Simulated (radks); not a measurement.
The numbers below are computed, except where a source is named.
Removal energies from the europium ion Eu7+, [Kr] 4d10 4f3 5s2 5p5, by Delta-SCF beside the eigenvalue of the level emptied. Code: a radial shooting solver on a logarithmic mesh with Libxc functionals. Model: scalar-relativistic Kohn-Sham, PBEsol, spin-polarised, spherical densities, finite nucleus; Fermi nuclear charge, rms radius of each element as measured or else 0.836 A^(1/3) + 0.57 fm. Open shells are filled with parallel spins first.

\begin{tabular}{lrrr}
removed from & final configuration & Delta-SCF (eV) & -eigenvalue (eV) \\ \hline
5p & [Kr] 4d10 4f3 5s2 5p4 & 121.86 & 114.27 \\
4f & [Kr] 4d10 4f2 5s2 5p5 & 131.20 & 118.20 \\
5s & [Kr] 4d10 4f3 5s1 5p5 & 148.53 & 140.23 \\
4d & [Kr] 4d9 4f3 5s2 5p5 & 265.86 & 252.13 \\
\end{tabular}
